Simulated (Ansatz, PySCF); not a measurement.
Reaction R1 + R2 → P1 + P2, each structure at its B3LYP-D3(BJ)/def2-TZVP stationary point, reached from a drawn start (curvature not checked).
R1: H2O2 (SMILES OO), charge 0, multiplicity 1.
P1, H2O (SMILES O) (charge 0, multiplicity 1):
```csv
atom,x (Å),y (Å),z (Å)
O,0.0000,0.0000,0.3896
H,0.0000,0.7650,-0.1949
H,0.0000,-0.7650,-0.1949
```
P2: O4Ru (SMILES [O]=[Ru](=[O])(=[O])=[O]), charge 0, multiplicity 1.
R2, O3Ru (SMILES [O]=[Ru](=[O])=[O]) (charge 0, multiplicity 1):
| atom | x (Å) | y (Å) | z (Å) |
|---|---|---|---|
| Ru | 0.0000 | 0.0000 | 0.0000 |
| O | 1.6743 | 0.0000 | 0.0000 |
| O | -0.8371 | 1.4499 | 0.0000 |
| O | -0.8371 | -1.4499 | 0.0000 |

P less R. No zero-point or thermal terms; singlets are restricted closed shells; no spin–orbit coupling. The spin states of the d-block species are the ones drawn and need not be the lowest.

Cores are frozen in the correlated methods.

Codes used: Ansatz (Gaussian basis) for Hartree–Fock, density functionals and correlated methods; PySCF for the D3/D4 terms. Each number belongs to the level named beside it. Elements past Kr take the def2 small-core potentials, without spin–orbit coupling.

```json
[
 {"level": "BLYP/def2-TZVPP", "reaction energy (kJ/mol)": "-279.5"},
 {"level": "revPBE-D3(BJ)/def2-TZVPP", "reaction energy (kJ/mol)": "-299.7"},
 {"level": "B97M-V/def2-TZVPP", "reaction energy (kJ/mol)": "-277.4"},
 {"level": "B3LYP-D4/def2-TZVPP", "reaction energy (kJ/mol)": "-231.2"},
 {"level": "CAM-B3LYP/def2-TZVPP", "reaction energy (kJ/mol)": "-189.6"},
 {"level": "wB97M-V/def2-TZVPP", "reaction energy (kJ/mol)": "-173.8"},
 {"level": "B2PLYP/def2-TZVPP", "reaction energy (kJ/mol)": "-310.5"},
 {"level": "CCSD/def2-SVP", "reaction energy (kJ/mol)": "-124.6"},
 {"level": "CCSD(T)/def2-QZVPP", "reaction energy (kJ/mol)": "?"}
]
```

**Question.** What belongs in the gaps?

**Answer.** 
- CCSD(T)/def2-QZVPP, reaction energy (kJ/mol): -242.0

Ansatz is a program for electronic structure.
